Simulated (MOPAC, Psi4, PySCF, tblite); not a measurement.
Two rigid molecules brought together: CH3F ··· H3ClSi (SMILES CF and [SiH3]Cl), singlet. Monomers: optimised at B3LYP-D3(BJ) (def2-TZVP), held rigid. Orientation: a higher rigid-body minimum at GFN2-xTB. The monomers approach along the line of their centres of mass (distance R); nothing else relaxes.

Geometry at R = 3.93 Å (first 5 atoms: monomer A):
```
10

C     -0.0660     0.0050    -0.0088
F      1.3072    -0.0981     0.1750
H     -0.5546    -0.0224     0.9660
H     -0.2838     0.9483    -0.5113
H     -0.4027    -0.8327    -0.6209
Si     0.3230     0.3677     4.0432
Cl    -1.4248    -0.6375     3.5910
H      1.4308    -0.2616     3.2983
H      0.5573     0.2681     5.4969
H      0.1681     1.7793     3.6415
```

Levels of theory: PM6, restricted, heats of formation (MOPAC); GFN2-xTB (tblite); RKS-M06-2X/6-31G* = restricted M06-2X/6-31G*, spherical d, no counterpoise correction in PySCF; SAPT0/jun-cc-pVDZ, frozen core (Psi4).

Interaction energies in kcal/mol; the last columns give the difference from SAPT0:

| R / Å | PM6 | GFN2-xTB | RKS-M06-2X/6-31G* | SAPT0/jun-cc-pVDZ | PM6 − SAPT0/jun-cc-pVDZ | GFN2-xTB − SAPT0/jun-cc-pVDZ | RKS-M06-2X/6-31G* − SAPT0/jun-cc-pVDZ |
|---|---|---|---|---|---|---|---|
| 3.36 | 3.16 | 0.34 | 0.82 | 3.58 | -0.42 | -3.24 | -2.76 |
| 3.51 | 1.25 | -0.97 | -0.80 | 1.58 | -0.34 | -2.55 | -2.38 |
| 3.76 | -0.27 | -1.78 | -1.76 | -0.07 | -0.20 | -1.71 | -1.69 |
| 3.93 | -0.54 | -1.86 | -1.80 | -0.53 | -0.01 | -1.33 | -1.26 |
| 4.12 | -0.53 | -1.77 | -1.60 | -0.74 | 0.21 | -1.04 | -0.87 |
| 4.35 | -0.40 | -1.56 | -1.28 | -0.76 | 0.36 | -0.80 | -0.52 |
| 4.61 | -0.29 | -1.30 | -0.97 | -0.68 | 0.39 | -0.62 | -0.29 |
| 4.93 | -0.21 | -1.01 | -0.70 | -0.55 | 0.34 | -0.46 | -0.15 |
| 5.40 | -0.13 | -0.69 | -0.45 | -0.39 | 0.26 | -0.30 | -0.05 |
| 6.14 | -0.08 | -0.39 | -0.21 | -0.24 | 0.16 | -0.15 | 0.03 |
| 7.15 | -0.06 | -0.20 | -0.11 | -0.14 | 0.08 | -0.06 | 0.03 |
| 8.39 | -0.04 | -0.11 | -0.07 | -0.08 | 0.04 | -0.03 | 0.02 |

PM6 is furthest from SAPT0/jun-cc-pVDZ at 3.36 (-0.42 kcal/mol, below); its mean absolute difference over the points is 0.23 kcal/mol.

GFN2-xTB is furthest from SAPT0/jun-cc-pVDZ at 3.36 (-3.24 kcal/mol, below); its mean absolute difference over the points is 1.02 kcal/mol.

RKS-M06-2X/6-31G* is furthest from SAPT0/jun-cc-pVDZ at 3.36 (-2.76 kcal/mol, below); its mean absolute difference over the points is 0.84 kcal/mol.
